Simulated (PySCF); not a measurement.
Species: C4H7N3S.
Structure used (GFN2-xTB), in Å, numbered top down from 1:
```
atom  x, y, z in Å
C1     2.7764    0.3183    0.1707
S2     1.4886   -0.8058   -0.4341
C3     0.0832    0.0890    0.0554
N4     0.1273    1.2560    0.6844
N5    -1.1440    1.5717    0.8616
N6    -2.0083    0.6957    0.3940
C7    -1.2762   -0.2708   -0.1310
C8    -1.8247   -1.4820   -0.7812
H9     2.6670    1.2787   -0.3224
H10    2.6704    0.4328    1.2445
H11    3.7298   -0.1368   -0.0766
H12   -1.4270    2.4222    1.3211
H13   -2.9096   -1.4509   -0.7533
H14   -1.4707   -2.3744   -0.2672
H15   -1.4867   -1.5358   -1.8152
```

Computed at PBE0/pcSseg-1 (PySCF, non-relativistic), with Q(33S) = −0.0678 b, Q(14N) = 0.02044 b: S2, 33S (I = 3/2): χzz = 44.86 MHz, η = 0.739; N4, 14N (I = 1): χzz = -4.788 MHz, η = 0.583; N5, 14N (I = 1): χzz = -4.204 MHz, η = 0.455; N6, 14N (I = 1): χzz = -5.095 MHz, η = 0.378.

Where would the pure quadrupole (NQR) lines of 33S at S2 fall for the rigid, isolated species?

From ν = (|χ|/2)√(1 + η²/3): ν = 24.39 MHz (sulfide sulfur).

Find the zero-field quadrupole resonance frequencies of 14N at N4.

From ν± = (3/4)|χ|(1 ± η/3) and ν0 = |χ|η/2: ν+ 4.288 MHz, ν− 2.894 MHz, ν0 1.395 MHz (pyridine-type nitrogen).

Where would the pure quadrupole (NQR) lines of 14N at N5 fall for the rigid, isolated species?

From ν± = (3/4)|χ|(1 ± η/3) and ν0 = |χ|η/2: ν+ 3.631 MHz, ν− 2.674 MHz, ν0 0.957 MHz (pyrrole-type nitrogen).

Where would the pure quadrupole (NQR) lines of 14N at N6 fall for the rigid, isolated species?

From ν± = (3/4)|χ|(1 ± η/3) and ν0 = |χ|η/2: ν+ 4.303 MHz, ν− 3.339 MHz, ν0 0.964 MHz (pyridine-type nitrogen).

In a crystal, neighbours and librations shift these lines. GFN2-xTB bond lengths can be off by several hundredths of an ångström, more for odd bonds, and the gradients follow them. The small basis limits the accuracy of the gradients.

These values come from a run that also computed NMR shieldings. Rough CPU time on one thread of a shared machine: about 70 s.

One conformer stands for the species.
